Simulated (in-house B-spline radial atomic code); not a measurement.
## The phosphorus ion P³⁺: [Ne] 3p2 (with a hole in an inner shell)

Level of theory: Dirac-Kohn-Sham PBE0, spherical fractional occupations, Fermi nucleus of rms radius 3.1889 fm; calculated with a B-spline radial code for spherical atoms.

Z_r = [3n² - l(l+1)]/(2<r>); Z_e = n√(-2ε); the last column is Slater's effective charge. Values are occupation-weighted means over j.

```
shell  electrons   ε (eV)  <r> (bohr)    Z_r    Z_e  Slater
   1s          2  -2151.4      0.1035  14.49  12.57   14.70
   2s          2  -223.26      0.5167  11.61   8.10   10.85
   2p          6  -171.75      0.4818  10.38   7.11   10.85
   3p          2  -35.747       1.852   6.75   4.86    5.85
```

The least bound orbital is 3p3/2 at -35.72 eV, and it is also the most diffuse (<r> = 1.853 bohr).

Spin-orbit splittings of the orbital energies (j = l + 1/2 above j = l - 1/2 when positive): 2p 0.9358 eV, 3p 0.09238 eV.

For the 1s electron the small component carries 0.283 % of the norm, the zero-frequency Breit interaction raises the level by 1.407 eV, self-energy by 0.6115 eV, and vacuum polarisation lowers it by 0.03921 eV.

Caution: exact exchange at fractional occupations of open shells leaves self-interaction of up to several eV.
